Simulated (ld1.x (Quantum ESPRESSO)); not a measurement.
Before and after: TM potential for gold (Au)

gold (Au), norm-conserving Troullier–Martins (Kleinman–Bylander form), made with ld1.x (Quantum ESPRESSO) 7.5 (PBEsol, scalar-relativistic). Core [Xe] 4f14, reference 5d10 6s1 6p0. Waves: 6s (bound): rc 2.40 bohr; 6p (bound, empty): rc 2.95 bohr; 5d (bound): rc 1.45 bohr. Local part: all-electron potential smoothed inside 1.90 bohr (lloc = -1). Core correction: a·sin(br)/r model core inside 0.90 bohr.

Change: all radii but the core radius scaled by about 1.41 (s 3.38, p 4.14, d 2.04 bohr); local potential all-electron potential smoothed inside 2.66 bohr (lloc = -1).

Cutoffs: the cutoffs (Ry, on a coarse ladder) from which the occupation-weighted sum of valence levels, in a spherical-Bessel basis at the reference potential, stays within 10 and 1 mRy of its value at 400 Ry; they do not see the model core or the augmentation charge, which bear on the density cutoff. Errors are all-electron minus pseudo energies relative to the spin-unpolarised reference configuration.

Question: Predict the effect on cutoff, ghosts and configuration errors.

Answer: The potential gets softer (45 Ry and 80 Ry → 45 Ry and 60 Ry); the bound ghost in s disappears; of the 7 tests that both files solve, the error grows in 2 and shrinks in 3 by more than 15 % and 0.3 meV (median size 27.5 → 15.3 meV). A larger radius leaves more room for a smooth pseudo-wave, so fewer plane waves are needed.

```csv
quantity,base,changed
"cutoff, loose",45 Ry,45 Ry
"cutoff, tight",80 Ry,60 Ry
loose cutoff by channel (10 mRy a level),"s 12 Ry, d 35 Ry","s 6 Ry, d 35 Ry"
bound ghosts,s,none
"error for 5d10 6s0 6p0, meV [ΔE 9.44 eV]",-17,-15
"error for 5d9 6s0 6p0, meV [ΔE 30.68 eV]",-33,-153
"error for 5d8 6s0 6p0, meV [ΔE 64.58 eV]",-172,-517
"error for 5d10 6s0.5 6p0, meV [ΔE 3.79 eV]",-4.4,-3.1
"error for 5d10 6s0 6p1, meV [ΔE 5.34 eV]",-4.1,-3.6
"error for 5d9 6s2 6p0, meV [ΔE 1.67 eV]",-49,+37
"error for 5d9 6s1 6p0, meV [ΔE 12.15 eV]",-27,+6.9
```

Base: These tests converged, but a pseudo level misses the all-electron one widely, so the file describes the atom poorly there or has found another state: 5d8 6s0 6p0: empty 6p by 4.5 eV (a node warning on the way). A true bound ghost makes a file unfit for plane-wave use even where its test errors are small: the radial tests pick states by their node count and pass the ghost by.
